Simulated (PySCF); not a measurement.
# Basis and Hamiltonian dependence of the ionisation energy of Hg

Hg [Xe] 4f14 5d10 6s2 (1S) → Hg⁺ [Xe] 4f14 5d10 6s1 (2S). Calculated with PySCF 2.14 from differences of total energies of unrestricted determinants, without spin-orbit coupling. Values in eV.

```csv
basis,Hamiltonian,functions,UHF,LDA,PBE0,MP2 (valence),CCSD(T) (valence),CCSD(T) (valence and next inner shell)
def2-SVP with the def2 core potential (60 electrons),ECP,32,8.510,10.889,10.165,10.046,9.916,n/a
cc-pVDZ-PP with ECP60MDF,ECP,38,8.576,n/a,10.250,10.122,10.027,n/a
def2-TZVP with the def2 core potential (60 electrons),ECP,43,8.500,n/a,n/a,10.153,10.043,n/a
aug-cc-pVDZ-PP with ECP60MDF,ECP,54,8.541,10.931,10.216,10.365,10.212,n/a
def2-TZVPPD with the def2 core potential (60 electrons),ECP,62,8.500,10.854,10.148,10.296,10.141,10.232
aug-cc-pwCVDZ-PP with ECP60MDF,ECP,70,8.492,10.853,10.145,10.313,10.154,10.260
ANO-RCC-VTZP,spin-free X2C,84,8.499,10.883,10.168,10.349,10.215,10.293
def2-QZVPPD with the def2 core potential (60 electrons),ECP,88,8.496,10.856,10.147,10.388,10.224,10.318
x2c-TZVPPall,spin-free X2C,97,8.521,10.885,10.190,10.300,10.172,10.240
"x2c-TZVPPall with one added diffuse shell each of s, p, d, f type",spin-free X2C,113,8.517,10.878,10.185,10.366,10.229,10.300
"aug-cc-pVTZ-PP with one added diffuse shell each of s, p, d, f, g type with ECP60MDF",ECP,113,8.501,10.863,10.152,10.440,n/a,n/a
aug-cc-pwCVTZ-PP with ECP60MDF,ECP,122,8.486,10.850,10.141,10.412,10.252,n/a
```

Task: Estimate the row for aug-cc-pVTZ-PP with ECP60MDF (ECP, 88 functions).

Result: From the rows with the same Hamiltonian and similar size; the calculation gives UHF 8.50; LDA 10.87; PBE0 10.15; MP2 (valence) 10.43; CCSD(T) (valence) 10.27 (eV).

Frozen in the all-electron rows: valence: [Xe] 4f14; valence and next inner shell: [Kr] 4d10 4f14; with a core potential, the same shells as far as they lie outside it.

Reference for a calculation without spin-orbit coupling: 10.438 eV (measured, between term centres; NIST).
